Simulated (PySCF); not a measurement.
A calculated (MN15, PySCF 2.14, x2c-TZVPPall, the spin-free X2C one-electron Hamiltonian (Gaussian nucleus)) atom or ion has these occupied shells.

```
shell  electrons  orbital energy (eV)  rms radius, mean of both spins (bohr)
   1s          2             -61174.2                                 0.0223
   2s          2             -10292.2                                 0.0902
   2p          6              -9129.7                                 0.0813
   3s          2              -2302.4                                  0.233
   3p          6              -1955.6                                  0.233
   3d         10              -1511.3                                  0.212
   4s          2              -447.02                                  0.523
   4p          6              -333.48                                  0.556
   4d         10              -179.06                                  0.608
   5s          2              -58.044                                   1.30
   5p          6              -29.822                                   1.56
   4f         14               -7.110                                  0.893
   6s          2               -5.115                                   4.29
```

Task: Name the element and its charge.

Result: Yb (ytterbium, neutral), in [Xe] 4f14 6s2, closed-shell 1S.
